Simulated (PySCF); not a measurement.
Match each property card to its molecule.

Structures:
1. `[NH2][AlH2]`
2. `C=NC1C[N+](C)(C)C1`
3. `C=C(Cl)/C=C(/C)F`
4. `[SiH3][SiH3]`

Card P (geometry PBE0-D3(BJ)/def2-SVP):
* Rotational constants A, B, C: 4.618, 1.330, 1.241 GHz
* Static isotropic polarisability (CAM-B3LYP/def2-SVPD): 80.1 au
* Lowest triplet excitation (Tamm–Dancoff) (TDA CAM-B3LYP/def2-SVPD): 4.39 eV
* 13C chemical shifts (computed TMS as zero) by class (GIAO KT3/pcSseg-1): 155.6 (1 C), 73.4 (2 C), 59.3 (1 C), 54.4 (1 C), 54.0 (1 C) ppm
* HOMO energy (CAM-B3LYP/def2-SVPD): -12.98 eV

Card Q (geometry PBE0-D3(BJ)/def2-SVP):
* Rotational constants A, B, C: 3.853, 1.443, 1.057 GHz
* Static isotropic polarisability (PBE0/def2-SVPD): 82.5 au
* Dipole moment (PBE0/def2-SVPD): 2.98 D
* 13C chemical shifts (computed TMS as zero) by class (GIAO CAM-B3LYP/pcSseg-2): 175.3 (1 C), 156.6 (1 C), 125.2 (1 C), 114.6 (1 C), 21.8 (1 C) ppm
* Point group: Cs
* Lowest triplet excitation (Tamm–Dancoff) (TDA PBE0/def2-SVPD): 2.98 eV

Card R (geometry PBE0-D3(BJ)/def2-SVP):
* Rotational constants A, B, C: 42.415, 5.047, 5.046 GHz
* Static isotropic polarisability (wB97X-D/def2-SVPD): 61.9 au
* Isotropic shieldings of nuclei other than C and H, by class (GIAO B3LYP/pcSseg-1): 445 (2 Si) ppm
* HOMO energy (wB97X-D/def2-SVPD): -10.21 eV
* Core binding energies (ΔSCF SCAN, pcX-2 on the ionised atom, pcseg-1 elsewhere, spin-free X2C, 2p3/2 from a spin–orbit splitting computed afterwards within the 2p shell): Si2p3/2 106.7 (×2), Si1s 1846.4 (×2) eV
* Lowest singlet excitation (TDDFT wB97X-D/def2-SVPD): 7.56 eV (164 nm, f = 0.048 summed over 2 states within 0.01 eV)
* Dipole moment (wB97X-D/def2-SVPD): 0.00 D

Card S (geometry PBE0-D3(BJ)/def2-SVP):
* Rotational constants A, B, C: 94.390, 13.032, 11.451 GHz
* Static isotropic polarisability (CAM-B3LYP/def2-SVPD): 39.0 au
* Dipole moment (CAM-B3LYP/def2-SVPD): 1.15 D
* Lowest triplet excitation (Tamm–Dancoff) (TDA CAM-B3LYP/def2-SVPD): 5.27 eV
* Strongest line among the 15 lowest singlet transitions (TDDFT CAM-B3LYP/def2-SVPD): S13 at 9.06 eV (137 nm, f = 0.254)

All species are isolated and taken at one optimised geometry, non-relativistic unless stated; the electronic structure was computed with PySCF and density fitting. NMR classes are plain means over equivalent atoms (diastereotopic ones count apart unless rotation or inversion swaps them), as if these changed places fast.

**Question.** Which card belongs to which structure?

**Answer.** P = 2, Q = 3, R = 4, S = 1. What ties each card to its structure:
- 1 (card S), AlH4N, monoisotopic mass 45.0 u, 2 heavy atoms: an asymmetric top with C = 11.451 GHz, the highest such constant on the cards; polarisability 39.0 au for 24 electrons; dipole 1.15 D.
- 2 (card P), [C6H13N2]+, monoisotopic mass 113.1 u, 8 heavy atoms: 6 C in 5 classes; a HOMO at -12.98 eV for the only species of charge +1; the least shielded carbon (155.6 ppm) is an imine carbon; an asymmetric top with C = 1.241 GHz; polarisability 80.1 au for 62 electrons.
- 3 (card Q), C5H6ClF, monoisotopic mass 120.0 u, 7 heavy atoms: 5 C in 5 classes; the least shielded carbon (175.3 ppm) is a vinylic C–F carbon; an asymmetric top with C = 1.057 GHz, the lowest such constant on the cards; polarisability 82.5 au for 62 electrons; dipole 2.98 D.
- 4 (card R), Si2H6, monoisotopic mass 62.0 u, 2 heavy atoms: core lines of Si; a nearly prolate symmetric top with C = 5.046 GHz; polarisability 61.9 au for 34 electrons; a dipole under 0.05 D.
